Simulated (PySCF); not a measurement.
# Electron correlation in Zn²⁺ (zinc, charge +2)

[Ar] 3d9 4s1, high-spin 3D determinant (an excited configuration). Calculation: PySCF 2.14, in aug-cc-pVDZ-PP with ECP10MDF (5s5p4d2f, 54 functions); a scalar-relativistic core potential. Frozen: 3s2 3p6; 10 electrons correlated.

| level | correlation energy (mhartree) |
| --- | --- |
| CCSD | -294.80 |
| (T) | -4.55 |
| CCSD(T) | -299.35 |

Diagnostics: T1 = 0.0073, D1 = 0.0176, largest double amplitude 0.014.

Cost of the coupled-cluster step: roughly 5 core-seconds, for 10 correlated electrons.
